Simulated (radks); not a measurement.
Coulomb parameter of the 5d shell of the platinum ion Pt2+ in the model configuration [Xe] 4f14 5d7 6s1, as a second difference U = [E(n + 0.5) + E(n - 0.5) - 2 E(n)] / (0.5)^2 with all orbitals relaxed. "Bare": the charge of the atom changes with n. "Screened": the 6s shell takes up the change at fixed total charge, which measures U(5d,5d) + U(6s,6s) - 2 U(5d,6s). Method: scalar-relativistic Kohn-Sham, SCAN, spin-unpolarised, spherical densities, finite nucleus; meta-GGA in the generalised Kohn-Sham scheme; Fermi nuclear charge, rms radius 5.427 fm; computed with a radial shooting solver on a logarithmic mesh with Libxc functionals.

| case | configuration | E - E(n) (eV) |
|---|---|---|
| start | [Xe] 4f14 5d7 6s1 | 0.000 |
| bare +0.5 | [Xe] 4f14 5d7.5 6s1 | -12.784 |
| bare -0.5 | [Xe] 4f14 5d6.5 6s1 | 15.927 |
| screened +0.5 | [Xe] 4f14 5d7.5 6s0.5 | -2.380 |
| screened -0.5 | [Xe] 4f14 5d6.5 6s1.5 | 2.556 |

U(bare) = 12.573 eV, U(screened by 6s) = 0.704 eV, against the Slater integral F0(5d,5d) = 16.214 eV with frozen orbitals.
